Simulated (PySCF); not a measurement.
HgCl₂, SMILES [Cl][Hg][Cl].

Geometry: B3LYP-D3(BJ)/def2-TZVP. The isomer is the one that the SMILES or the coordinates give; other isomers of the formula were not compared. The def2 effective core potentials stand for the cores of Hg; spin–orbit coupling is left out.

Two levels are set side by side: PBE/def2-TZVPD (PySCF) and M06-2X/def2-TZVPD (PySCF). Same geometry, gas phase. Differences are taken from unrounded values.

| quantity | PBE |
|---|---|
| orbital gap (eV) | 4.10 |
| highest occupied level (eV) | -7.60 |
| lowest empty level (eV) | -3.50 |
| mean polarisability (bohr³) | 64.6 |

### Question
These are the PBE values. What does M06-2X give? (An estimate is asked for; the answer gives what the named calculation found.)

### Answer

```tsv
quantity	M06-2X	PBE minus M06-2X
orbital gap (eV)	8.67	-4.57
highest occupied level (eV)	-10.28	2.68
lowest empty level (eV)	-1.61	-1.89
mean polarisability (bohr³)	60.9	3.7
```

PBE's occupied levels lie high since its potential decays too fast outside the molecule; exact exchange lowers them and widens the gap. Loosely held outer electrons make PBE densities more polarisable. Differences between two approximate levels are no errors against the true value.

Rough cost on one machine, each run with all the roots and properties that it gave: M06-2X against PBE about 3 times.
